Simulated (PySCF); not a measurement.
# Stretching one bond of AlClHN

Calculated results; nothing here was measured. They come from PySCF 2.14.0, an open-source quantum chemistry program, on an isolated molecule that a program drew, which may never have been made. The molecule is AlClHN (charge 0, singlet), drawn as the SMILES string `[NH]=[Al][Cl]`.

The structure below is the HF double-zeta minimum with every atom moved a little at random, so it isn't optimised. Bond N1-H4 is then set to each length in the table by shifting atom 4 along it, with nothing else relaxed.
```xyz
4
AlClHN, angstrom
N    -0.3203   -1.7229    1.1360
Al    0.8393   -2.8088    1.0266
Cl    2.3359   -4.1848    0.8963
H    -1.1053   -1.0843    1.1939
```

E is the energy above the same method's energy at the HF double-zeta minimum. IE is the energy to remove one electron at fixed geometry, to the doublet state of charge +1, as a difference of total energies. The basis family is cc-pV(n+d)Z, with UHF for radicals and no spin-orbit coupling. Best is HF at quadruple zeta, plus MP2 correlation extrapolated from triple and quadruple zeta, plus CCSD(T) minus MP2 at triple zeta, with a frozen core. The other columns are at triple zeta.

| bond (Å) | E r2SCAN (kcal/mol) | E B3LYP (kcal/mol) | E CCSD(T) (kcal/mol) | E best (kcal/mol) | IE r2SCAN (eV) | IE B3LYP (eV) | IE CCSD(T) (eV) | IE best (eV) | T1 |
|---|---|---|---|---|---|---|---|---|---|
| 0.9086 | 5.15 | 5.22 | 5.25 | 5.07 | 8.754 | 8.854 | 8.814 | 9.027 | 0.016 |
| 0.9196 | ? | ? | ? | ? | ? | ? | ? | ? | ? |
| 1.0136 | -0.02 | 0.10 | 0.05 | -0.05 | 8.691 | 8.788 | 8.755 | 8.972 | 0.016 |
| 1.3106 | 30.80 | 30.83 | 30.88 | 30.68 | 8.525 | 8.613 | 8.600 | 8.827 | 0.017 |
| 1.4846 | 56.28 | 56.21 | 55.98 | 55.65 | 8.440 | 8.526 | 8.536 | 8.770 | 0.019 |

T1 is the CCSD diagnostic of the starting molecule.

**Estimate the best E and IE at 0.9196 Å from the other rows.**

A cubic in the inverse of the bond length through the other values of E best gives 3.67 kcal/mol there. A least-squares quadratic in the bond length through IE best gives 9.022 eV. The calculation gives 3.73 kcal/mol and 9.021 eV, so the fits miss by 0.06 kcal/mol and 0.001 eV. The same recipe one zeta lower moves these two values by 0.19 kcal/mol and 0.09 eV, a gauge of their own error. The rest of the row: E is 3.80 (r2SCAN), 3.88 (B3LYP), 3.90 (CCSD(T)); IE is 8.747 (r2SCAN), 8.847 (B3LYP), 8.808 (CCSD(T)); T1 is 0.016.
